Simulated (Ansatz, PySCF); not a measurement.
Gas-phase reaction in SMILES: COC(C)OC -> [CH2]OC(C)OC + H atom (the C-H bond at the site shown breaks; other sites are not compared here)
Each molecule is optimised on its own at B3LYP-D3(BJ)/def2-TZVP (Ansatz, a first-principles code), one conformer each, not searched for the lowest. Frequencies are from Ansatz or PySCF.

Property: bond dissociation energy (enthalpy at 298 K, with B3LYP-D3(BJ) rigid-rotor harmonic-oscillator terms), in kJ/mol. Correlated levels leave the core frozen unless marked. Open shells are spin-unrestricted. Spin-orbit coupling is left out. Non-relativistic. Basis-set limits of correlation are two-point, X^-3; Hartree-Fock from the larger set. The bracket is a focal-point correction in the basis named.

```
level                        program  bond dissociation energy (kJ/mol)
--------------------  --------------  ---------------------------------
HF/6-31G*                     Ansatz                              307.7
BLYP-D4/def2-TZVPD    Ansatz + dftd4                              380.3
revPBE-D4/def2-TZVPD  Ansatz + dftd4                              375.6
B97M-V/def2-TZVPD             Ansatz                              392.7
```

Predict the RI-MP2/CBS(cc-pVTZ,cc-pVQZ)+[CCSD(T)-MP2]/cc-pVTZ result (Ansatz).

403.6 kJ/mol, so B97M-V/def2-TZVPD differs from it by -10.9 kJ/mol.
